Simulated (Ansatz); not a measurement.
Start from `SB[SiH2][SbH2]` and change one atom or group to get `[SiH3][SiH2]BS`.

Ansatz, PBE0-D4/def2-TZVP geometries, multiplicity 1. Each molecule was computed in one conformer, which needn't be the lowest.

Elements past krypton have def2 core potentials.  Spin–orbit coupling is left out; it splits and shifts lone-pair levels of the heavy atoms by tenths of an eV.

```csv
property,`SB[SiH2][SbH2]`
size of the dipole moment (PBE/def2-TZVPP) / D,0.78
HOMO–LUMO gap (B3LYP/def2-TZVPP) / eV,4.77
size of the dipole moment (ωB97M-V/def2-TZVPP) / D,0.99
LUMO energy (PBE0/def2-TZVPP) / eV,-1.86
HOMO energy (B3LYP/def2-TZVPP) / eV,-6.76
HOMO–LUMO gap (PBE0/def2-TZVPP) / eV,5.09
```

(1) What does the change do to each property? (An estimate is asked.)

Answers

(1) The calculation gave: 
```json
{"property": "size of the dipole moment (PBE/def2-TZVPP) / D", "`[SiH3][SiH2]BS`": "0.73", "shift": "-0.05"}
{"property": "HOMO–LUMO gap (B3LYP/def2-TZVPP) / eV", "`[SiH3][SiH2]BS`": "5.60", "shift": "0.83"}
{"property": "size of the dipole moment (ωB97M-V/def2-TZVPP) / D", "`[SiH3][SiH2]BS`": "0.67", "shift": "-0.32"}
{"property": "LUMO energy (PBE0/def2-TZVPP) / eV", "`[SiH3][SiH2]BS`": "-1.91", "shift": "-0.05"}
{"property": "HOMO energy (B3LYP/def2-TZVPP) / eV", "`[SiH3][SiH2]BS`": "-7.66", "shift": "-0.90"}
{"property": "HOMO–LUMO gap (PBE0/def2-TZVPP) / eV", "`[SiH3][SiH2]BS`": "5.95", "shift": "0.86"}
```

With PBE0 the HOMO falls by 0.91 eV and the LUMO falls by 0.05 eV, so the gap widens by about 0.86 eV. PBE moves the HOMO by -0.73 eV and ωB97M-V by -1.02 eV. Dipoles are sizes alone; their direction can turn.

Positive LUMOs are unbound, so they and the gaps depend on the basis.

B3LYP here is the variant with VWN-RPA as its local correlation; programs differ in this.
